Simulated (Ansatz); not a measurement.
HFGeO, SMILES `[OH][Ge][F]` (lower singlet; H–O–Ge–F torsion 0°) (charge 0, multiplicity 1). This singlet lies 3.28 eV below the relaxed triplet at the level frozen-core CCSD(T)/cc-pVTZ // B3LYP-D3(BJ)/def2-TZVP (Ansatz, a quantum-chemistry and plane-wave program).

These are frozen-core CCSD(T)/cc-pVTZ // B3LYP-D3(BJ)/def2-TZVP (Ansatz) values and carry that method's errors.

Ansatz 0.2 input:
```yaml
crystal:
  periodic: [false, false, false]
  atoms:
    - { symbol: O, position_ang: [-1.029979, 0.311708, 0.010169] }
    - { symbol: Ge, position_ang: [0.634119, 0.954194, -0.00142] }
    - { symbol: F, position_ang: [1.481114, -0.612404, -0.015647] }
    - { symbol: H, position_ang: [-1.085255, -0.6535, 0.006898] }
basis:
  gaussian: { orbitals: cc-pVTZ }
correlation:
  method: ccsd_t
```

Output:

```
Functional definition: HF
738 factors; integrals over basis functions are off by at most 1.0e-3 eV
mean field evaluation 1: about -61233.4220 eV, gradient 4.6e1 eV
mean field evaluation 2: about -61233.4872 eV, gradient 4.6e1 eV
mean field evaluation 4: about -61237.2146 eV, gradient 2.3e0 eV
mean field evaluation 8: about -61237.2484 eV, gradient 3.6e-1 eV
mean field evaluation 16: about -61233.4206 eV, gradient 4.6e1 eV
mean field -61237.24888872 eV, -2250.4273885622 hartree, gradient 2.6e-6 eV, S^2 0.000000; 0 other end points of the search recorded, 0 dependent functions left out
11 core orbitals not correlated
reference -61237.24888872 eV, -2250.4273885622 hartree; 14, 14 occupied and 92, 92 virtual orbitals, 738 factors
second order -18.16119825 eV of doubles, -0.00000000 eV of singles
cycle   1  -17.66051017 eV  change    5.0e-1 eV  update   1.1e-1
cycle   2  -18.14386499 eV  change   -4.8e-1 eV  update   3.7e-2
cycle   3  -18.26776657 eV  change   -1.2e-1 eV  update   2.1e-2
cycle   4  -18.24809158 eV  change    2.0e-2 eV  update   5.6e-3
cycle   5  -18.24392561 eV  change    4.2e-3 eV  update   2.6e-3
cycle   6  -18.24557233 eV  change   -1.6e-3 eV  update   1.0e-3
cycle   7  -18.24536683 eV  change    2.1e-4 eV  update   3.4e-4
cycle   8  -18.24517039 eV  change    2.0e-4 eV  update   1.4e-4
cycle   9  -18.24524668 eV  change   -7.6e-5 eV  update   4.5e-5
cycle  10  -18.24526887 eV  change   -2.2e-5 eV  update   2.0e-5
perturbative correction -0.69966482 eV, -0.0257122080 hartree
Total energy: -61256.19382241 eV, -2251.1236020341 hartree
```
